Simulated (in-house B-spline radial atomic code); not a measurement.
Results of a calculation; reference values are marked as such.
## Making a Troullier-Martins p channel for Sb, r_c = 1.77 bohr

Sb, [Kr] 4d10 5s2 5p3, non-relativistic LDA (VWN5), spherical and spin-unpolarised, from a B-spline radial code for spherical atoms (atomic units). The all-electron 5p level is ε = -0.185622 hartree, its outermost node lies just inside 1.06 bohr and its outer maximum at 2.35 bohr.

Inside r_c the pseudo-orbital is u(r) = r^2 exp(p(r)), with p = c0 + c2 r² + c4 r⁴ + … + c12 r¹². The seven coefficients follow from p and its first four derivatives at r_c, from zero curvature of the screened potential at the origin, c4 = −c2²/(2l + 5), and from the norm inside r_c. At r_c the all-electron orbital has P = 0.5469617, P' = 0.3912399, the screened potential V = -1.375967, V' = 1.883237, V'' = -3.7441, and the norm inside is Q = 0.1233243.

Problem. What are p, p' and p'' at r_c?

Solution. p = ln(P/r_c^2) = ln(0.5469617/3.1329) = -1.74534. p' = P'/P − 2/r_c = 0.71530 − 1.12994 = -0.41465. The radial equation gives p'' = 2(V − ε) − 2(2) p'/r_c − p'² = -2.38069 − (-0.93705) − 0.17193 = -1.61557. Differentiating, p''' = 2V' + 2(2)p'/r_c² − 2(2)p''/r_c − 2p'p'' = 5.5483, and p'''' = 2V'' − 4(2)p'/r_c³ + 4(2)p''/r_c² − 2(2)p'''/r_c − 2p''² − 2p'p''' = -24.173.

For a trial c2 the five matching conditions are linear in c0, c6, c8, c10 and c12, and c2 is varied until the norm inside r_c equals Q. The root nearest zero gives:

```
 n           c_n
 0     -0.596502
 2     -1.199681
 4    -0.2056051
 6     0.7569103
 8    -0.3744181
10    0.07506019
12  -0.005532454
```

Problem. Check c4 and p(r_c), and find the screened pseudopotential at the origin.

Solution. −c2²/7 = -0.205605, as listed. The terms c_n r_c^n are -0.59650, -3.75848, -2.01803, 23.27470, -36.06974, 22.65386, -5.23115, which sum to -1.74534. Inverting the radial equation, V_l(r) = ε + 2 p'/r + (p'' + p'²)/2, so V_l(0) = ε + (2l + 3) c2 = -0.185622 + 5 × (-1.19968) = -6.1840 hartree, finite where the all-electron potential diverges.

Orbitals and screened potentials:

```csv
r (bohr),P,u,V all-electron,V pseudo
0.177,0.1198,0.01661,-148.6,-6.163
0.442,-0.09249,0.08488,-31.73,-5.516
0.708,-0.2856,0.1547,-12.29,-3.27
0.974,-0.08757,0.2069,-5.886,-0.4523
1.239,0.1875,0.2815,-3.289,0.8381
1.504,0.4063,0.4132,-2.047,-0.5561
1.77,0.547,0.547,-1.376,-1.376
```

Logarithmic derivatives P'/P at R = 2.07 bohr, for energies E around ε:

| E − ε (hartree) | all-electron | pseudo |
| --- | --- | --- |
| -0.5 | 0.751787 | 0.739898 |
| -0.25 | 0.512213 | 0.50847 |
| -0.1 | 0.353392 | 0.352691 |
| 0 | 0.239943 | 0.239941 |
| 0.1 | 0.119535 | 0.118652 |
| 0.25 | -0.0762094 | -0.0828844 |
| 0.5 | -0.453243 | -0.491793 |

Problem. With P(R) = 0.6259467 and a norm of 0.2287896 inside R, what slope in energy does norm conservation fix?

Solution. d(P'/P)/dE = −2 × (norm inside R)/P(R)² = -1.1679 per hartree·bohr at E = ε, for both atoms, since orbital and norm agree at R. Differences over ±0.1 hartree give -1.1693 (all-electron) and -1.1702 (pseudo), which also hold third-order terms. Half a hartree below ε the two curves differ by -0.0119.
